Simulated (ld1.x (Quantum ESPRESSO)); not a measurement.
## sulfur: one change to a PAW potential, before and after

```json
{"Element": "S", "Generator": "ld1.x (Quantum ESPRESSO) 7.5", "Type": "PAW", "Functional": "BLYP", "Relativity": "non-relativistic", "Frozen core": "[Ne]", "Valence charge": "6", "Reference configuration": "3s2 3p2 (charge +2)", "Partial waves": "3s (bound): rcut 1.15, rcutus 1.35 bohr; 3s channel at -1.1 Ry: rcut 1.15, rcutus 1.35 bohr; 3p (bound): rcut 1.60, rcutus 1.75 bohr; 3p channel at 0.05 Ry: rcut 1.60, rcutus 1.75 bohr", "Local potential": "all-electron potential smoothed inside 1.20 bohr (lloc = -1)", "Core correction": "Bessel-smoothed model core inside 1.25 bohr", "Augmentation charge": "PSQ, inside the norm-conserving radii"}
```

Change: wave 3p channel at 0.05 Ry: rcut 1.60, rcutus 1.75 bohr becomes 3p channel at 2.02 Ry: rcut 1.60, rcutus 1.75 bohr.

Cutoffs: the cutoffs (Ry, on a coarse ladder) from which the occupation-weighted sum of valence levels, in a spherical-Bessel basis at the reference potential, stays within 10 and 1 mRy of its value at 400 Ry; they do not see the model core or the augmentation charge, which bear on the density cutoff. Errors are all-electron minus pseudo energies relative to the spin-unpolarised reference configuration.

Task: What does the change do?

Result: The potential gets neither clearly harder nor softer (21 Ry and 40 Ry → 21 Ry and 40 Ry); of the 7 tests that both files solve, the error grows in 0 and shrinks in 5 by more than 15 % and 0.3 meV (median size 4.5 → 3.8 meV); neither file shows a bound ghost.

```tsv
quantity	base	changed
cutoff, loose	21 Ry	21 Ry
cutoff, tight	40 Ry	40 Ry
bound ghosts	none	none
error for 3s2 3p4, meV [ΔE -33.78 eV]	-5.6	-4.5
error for 3s2 3p3, meV [ΔE -22.15 eV]	-2.7	-2.4
error for 3s2 3p1, meV [ΔE 33.94 eV]	-8.4	-8.3
error for 3s1 3p5, meV [ΔE -23.60 eV]	-3.9	-2.3
error for 3s1 3p4, meV [ΔE -11.41 eV]	-1.7	-1.2
error for 3s2 3p4.3, meV [ΔE -35.45 eV]	-5.9	-4.6
error for 3s2 3p3.5, meV [ΔE -29.19 eV]	-4.5	-3.8
s: phases at 1.91 bohr within 0.05 rad from the reference energy up to (Ry; the scan ends near 5)	4.1	4.1
p: phases at 1.91 bohr within 0.05 rad from the reference energy up to (Ry; the scan ends near 5)	4.8	to the end of the scan
lowest overlap eigenvalue by channel	s 0.46, p 0.75	s 0.46, p 0.65
```
